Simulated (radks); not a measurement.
Task: Isoelectronic series with 5 electrons, each ion in its NIST ground configuration. Calculated with a radial shooting solver on a logarithmic mesh with Libxc functionals: Dirac Kohn-Sham, PBE, spin-unpolarised, spherical densities, point nucleus; open shells fill j = l - 1/2 first. Total energies (hartree) and mean radii <r> (bohr):

ion    configuration  E (hartree)   2p1/2   2s1/2    1s1/2
B       [He] 2s2 2p1    -24.60328   2.301   1.952   0.3294
C+      [He] 2s2 2p1    -37.36595   1.504   1.463   0.2705
N2+     [He] 2s2 2p1    -52.89395   1.138   1.171   0.2294
O3+     [He] 2s2 2p1    -71.18566  0.9190  0.9771   0.1991
F4+     [He] 2s2 2p1    -92.24254  0.7723  0.8387   0.1758
Ne5+    [He] 2s2 2p1   -116.06741  0.6666  0.7347   0.1573
Mg7+    [He] 2s2 2p1   -172.03665  0.5239  0.5889   0.1300
Al8+    [He] 2s2 2p1   -204.19039  0.4734  0.5357   0.1196
Si9+    [He] 2s2 2p1   -239.13073  0.4317  0.4913   0.1107
S11+    [He] 2s2 2p1   -317.39611  0.3671  0.4213  0.09632
Cl12+   [He] 2s2 2p1   -360.73488  0.3415  0.3933  0.09044

Estimate the row of P10+ ([He] 2s2 2p1).

Result: E (hartree) -276.86377; 2p1/2 0.3968; 2s1/2 0.4536; 1s1/2 0.1030.
